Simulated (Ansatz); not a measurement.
Cartesian coordinates (Å):
```xyz
19

B      4.2447    -0.0246    -0.2404
C      2.7203    -0.0008    -0.1757
C      1.9118    -0.6097     0.7649
C      0.5206    -0.4034     0.5543
C     -0.5820    -0.8676     1.3031
C     -1.8613    -0.5419     0.9112
C     -2.0914     0.2587    -0.2414
C     -3.4285     0.5806    -0.6238
C     -4.5678     0.8505    -0.9422
C     -1.0155     0.7282    -0.9963
C      0.2819     0.3966    -0.5970
S      1.7613     0.8553    -1.3623
H      4.8419     0.5508    -1.1186
H      4.8513    -0.6337     0.6092
H      2.3214    -1.1942     1.5909
H     -0.4146    -1.4831     2.1898
H     -2.7222    -0.8945     1.4813
H     -5.5756     1.0907    -1.2270
H     -1.1963     1.3421    -1.8799
```
Charge 0, multiplicity 1.

Level of theory: frozen-core CCSD(T)/cc-pVDZ // PBE0-D3(BJ)/def2-SVP in Ansatz (an electronic-structure program). The restricted HF reference is unstable towards unrestricted orbitals.

```
Item                           Result
----------------------  -------------
HF energy               -804.93374 Ha
MP2 correlation energy    -1.49504 Ha
```

**Question.** Estimate the CCSD correlation energy, the (T) correction, the total energy and the T1 diagnostic.

**Answer.** 
| Property | Value |
|---|---|
| CCSD correlation energy | -1.54919 Ha |
| (T) correction | -0.07561 Ha |
| CCSD(T) total energy | -806.55854 Ha |
| T1 diagnostic | 0.013 |
